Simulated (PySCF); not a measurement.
A species of formula C3H12BPSi has this rotational fingerprint, computed with PySCF 2.14.0, PBE0-D3(BJ)/def2-SVP geometry optimisation, gas phase:

| Property | Result |
| --- | --- |
| Rotational constants | A = 3360, B = 1177, C = 975.5 MHz |
| Dipole components | \|μa\| = 0.16 D, \|μb\| = 0.79 D, \|μc\| = 0.31 D |
| Inertial defect | -61.73 u·Å² |
| κ | -0.83 |

**Question.** Which structure is it? (One computed conformer of each.)
A. `[CH3:1][CH2:2][C@H:3]([SiH3:4])[BH:5][PH2:6]` with C1–C2–C3–Si4 -176°, C2–C3–B5–P6 -146°, C3–B5–P6–H -137° and -35°
B. `[CH3:1][CH2:2][B:3]([CH3:4])[PH:5][SiH3:6]` with C1–C2–B3–C4 16°, C2–B3–P5–Si6 -124°
C. `[CH3:1][CH:2]([CH3:3])[BH:4][PH:5][SiH3:6]` with C1–C2–B4–P5 129°, C2–B4–P5–Si6 48°
D. `[CH3:1][CH2:2][CH2:3][BH:4][PH:5][SiH3:6]` with C1–C2–C3–B4 -65°, C2–C3–B4–P5 149°, C3–B4–P5–Si6 -135°

**Answer.** C. It is CC(C)BP[SiH3], an asymmetric top, point group C1. The candidates at the same level (rigid rotor, commonest isotopes):

| SMILES | A (MHz) | B (MHz) | C (MHz) | μa (D) | μb (D) | μc (D) | Δ (u·Å²) | point group | rotor |
| --- | --- | --- | --- | --- | --- | --- | --- | --- | --- |
| CCB(C)P[SiH3] | 3939 | 1040 | 945.9 | 0.95 | 0.38 | 0.84 | -79.71 | C1 | near-prolate asymmetric top |
| CC[C@H]([SiH3])BP | 2211 | 1428 | 926.5 | 0.74 | 0.40 | 0.31 | -37.06 | C1 | asymmetric top |
| CC(C)BP[SiH3] | 3360 | 1177 | 975.5 | 0.16 | 0.79 | 0.31 | -61.73 | C1 | asymmetric top |
| CCCBP[SiH3] | 3565 | 978.9 | 820.8 | 0.89 | 0.33 | 0.56 | -42.29 | C1 | asymmetric top |

`CC[C@H]([SiH3])BP` has A 34 % too low; `CCCBP[SiH3]` has B 17 % too low; `CCB(C)P[SiH3]` has A 17 % too high. No structure here is proved a minimum.
